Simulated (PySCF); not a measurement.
H4N2Pb, neutral, multiplicity 1. Atoms are numbered in the order given.

```xyz
7

Pb     0.0000     0.0000     0.2831
N      0.0000    -1.5601    -1.2025
H      0.0000    -2.5523    -0.9798
H      0.0000    -1.4170    -2.2098
N      0.0000     1.5601    -1.2025
H      0.0000     1.4170    -2.2098
H      0.0000     2.5523    -0.9798
```
Charge 0, spin multiplicity 1.

Geometry optimised at B3LYP-D3(BJ)/def2-SVP. The geometry has at least one imaginary mode, so it is a saddle point at that level. The def2 effective core potentials stand for the cores of Pb; spin–orbit coupling is left out. Other conformers were not sampled.

Calculation: r2SCAN/def2-TZVPD (PySCF).

Symmetry labels are those of the subgroup C2v that the program uses (full group C2v).

### Question
List the valence orbital energies around the gap with their symmetry. (An estimate is asked for; the answer gives what the named calculation found.)

### Answer

```tsv
orbital	symmetry	energy (eV)
HOMO−7	B2	-19.93
HOMO−6	A1	-12.68
HOMO−5	A1	-11.51
HOMO−4	B2	-11.26
HOMO−3	B2	-8.23
HOMO−2	A1	-6.73
HOMO−1	B1	-5.98
HOMO	A2	-5.23
LUMO	B1	-1.88
LUMO+1	B2	-0.36
LUMO+2	A1	0.13
LUMO+3	A1	0.74
```
